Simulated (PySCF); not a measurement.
This PySCF input asks for the NMR shieldings of SMILES C#CC(=O)N(C)C, C$_{5}$H$_{7}$NO; the geometry comes from GFN2-xTB.

```python
import basis_set_exchange as bse
import numpy as np
from pyscf import gto, dft
from pyscf.prop import nmr

atoms = """
C     2.996963   -0.536821   -0.087807
C     1.927195    0.000074    0.002623
C     0.755194    0.839439    0.147197
O     0.865651    2.033254    0.357183
N    -0.435104    0.204209    0.032892
C    -0.585102   -1.204071   -0.217567
C    -1.656829    0.958069    0.165713
H     3.913612   -1.043017   -0.173790
H    -1.139158   -1.675942    0.599545
H    -1.139902   -1.364279   -1.146919
H     0.392435   -1.674378   -0.302039
H    -1.396193    1.998627    0.351934
H    -2.248392    0.888756   -0.750751
H    -2.251048    0.575607    0.999621
"""
names = dict.fromkeys(["C", "O", "N", "H"], "pcSseg-1")
basis = {el: gto.basis.parse(bse.get_basis(n, elements=[el], fmt="nwchem")) for el, n in names.items()}
mol = gto.M(atom=atoms, basis=basis, charge=0, verbose=0)
mf = dft.RKS(mol, xc="PBE0")
mf.grids.level = 2
mf.grids.alignment = dft.numint.BLKSIZE   # the property module wants whole blocks of grid points
mf.conv_tol = 1e-9
mf.kernel()

calc = nmr.RKS(mf)   # GIAO
C = mf.mo_coeff
Co = C[:, mf.mo_occ > 0]
resp = mf.gen_response(singlet=True, hermi=2)
def vind(x):   # induced exchange potential for any number of trial vectors
    d = np.einsum("pi,xij,qj->xpq", C, 2 * x.reshape(-1, C.shape[1], Co.shape[1]), Co, optimize=True)
    return np.einsum("xpq,pi,qj->xij", resp(d - d.transpose(0, 2, 1)), C, Co, optimize=True).ravel()
mo1, _ = nmr.rhf.solve_mo1(calc, with_cphf=vind)
sigma = calc.kernel(mo1)
for i, s in enumerate(sigma):   # ppm
    print("%2d %-2s %9.2f" % (i, mol.atom_pure_symbol(i), np.trace(s) / 3))
```

Problem. What does it print?

Solution. 
```
 0 C      99.20
 1 C     106.88
 2 C      31.80
 3 O     -90.56
 4 N     139.91
 5 C     147.85
 6 C     154.10
 7 H      29.14
 8 H      28.91
 9 H      28.91
10 H      27.29
11 H      26.83
12 H      29.47
13 H      29.47
```

These numbers come from an equivalent density-fitted implementation of the same equations, which agrees with the script to about 0.01 ppm for H and up to a few tenths of a ppm for heavy atoms, so last digits may differ.

Problem. Turn these shieldings into chemical shifts. Shifts are taken against calculated references (same method and geometry level): 13C (186.93 ppm), 1H (31.72 ppm) vs TMS; 17O (336.08 ppm) against H2O; 15N (267.73 ppm) against NH3.

Solution. Averaging equivalent atoms: C 2: 155.1; C 0: 87.7; C 1: 80.0; C 5: 39.1; C 6: 32.8; O 3: 426.6; N 4: 127.8; H 8/9/10: 3.35; H 11/12/13: 3.13; H 7: 2.57 ppm. Unscaled 17O shifts of doubly bonded oxygen tend to come out too high, by tens of ppm or more. Experimental scales use liquid or dissolved standards, which lie at an offset from isolated NH3 (liquid NH3: subtract about 20 ppm) and H2O (liquid H2O: subtract about 36 ppm).

Size and cost of the density-fitted run: 154 basis functions, 18 s wall time on 1 thread of an x86-64 server CPU, shared host.
